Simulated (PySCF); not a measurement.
Shapes and spin states of TaCl3

Computed with PySCF, PBE0, basis Ta def2-TZVP with ECP60, Cl def2-TZVP (scalar-relativistic core potentials, no spin–orbit coupling, density fitting).

Relaxations began from a few typed shapes and spin states; open shells are unrestricted. The search is not exhaustive: other isomers or separated fragments can lie lower, and high-lying points may rest on an excited occupation.

```csv
spin,group,bonds,angles,imaginary modes (cm⁻¹),ΔE (kJ/mol),ΔE with ZPE (kJ/mol)
triplet,C2v,"Ta–Cl 2.268 Å, Ta–Cl 2.289 Å (×2)","Cl–Ta–Cl 108.6°, Cl–Ta–Cl 125.7° (×2)",none,0.0,0.0
broken-symmetry Ms = 0 (⟨S²⟩ 0.67),C2v,"Ta–Cl 2.254 Å, Ta–Cl 2.263 Å (×2)","Cl–Ta–Cl 114.3°, Cl–Ta–Cl 122.8° (×2)",none,8.1,8.3
"singlet (closed shell, unstable to spin polarisation)",D3h,Ta–Cl 2.243 Å (×3),Cl–Ta–Cl 120.0° (×3),none,21.1,22.1
```

The lowest minimum found is the triplet C2v: Ta–Cl 2.268 Å, Ta–Cl 2.289 Å (×2); Cl–Ta–Cl 108.6°, Cl–Ta–Cl 125.7° (×2).

Formally Ta is in oxidation state +3, d2, with 2 unpaired electrons (the high-spin count). The Mulliken spin on Ta is 2.05. The polar-tensor charge on Ta, 1.82, is below the formal one.

For the lowest minimum: other spin states or occupations of the open shell can lie lower. Spin–orbit coupling, left out here, can matter for elements this heavy.

The electron or spin density has lower symmetry than the nuclear frame for the broken-symmetry Ms = 0 (⟨S²⟩ 0.67) C2v at 8.1 kJ/mol.
